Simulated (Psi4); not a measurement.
Cl2CrO2, singlet, geometry from GFN2-xTB (such geometries of metal compounds can be far from the true shape). Base run: R2SCAN/STO-3G (Psi4).

Input for Psi4:
```
memory 2 GB

molecule {
0 1
Cr    0.36161990   -0.06306063    0.11655214
O     1.44045237   -0.59234025   -0.86408389
O     0.79045337    0.20330658    1.58311746
Cl   -0.38616068    1.66825371   -0.64495912
Cl   -1.17419951   -1.39615227    0.14204619
}

set {
  basis sto-3g
}

energy('r2scan')
print_variables()
```

Each row names what was changed in the base input (with any setting that the change needs).

```csv
change,E (Eh),dipole (D),core-seconds (rough)
base,-2092.53934,1.23,5
functional = tpssh,-2092.66454,1.28,5
functional = hse06,-2091.99637,1.29,8
functional = blyp,-2092.43823,1.15,4
functional = pbe,-2091.79929,1.19,3
functional = wb97x,-2092.51011,1.57,4
functional = tpss,-2092.70315,1.24,6
functional = m06-l,-2092.58872,1.23,4
functional = scan,-2092.77118,1.18,4
functional = hf (with energy('scf')),-2089.31444,1.52,2
functional = wb97x-v,-2092.26859,1.58,20
functional = bp86,-2092.76092,1.18,3
functional = bhhlyp,-2092.40596,1.35,3
```

Absolute energies of different levels of theory aren't comparable as measures of quality.
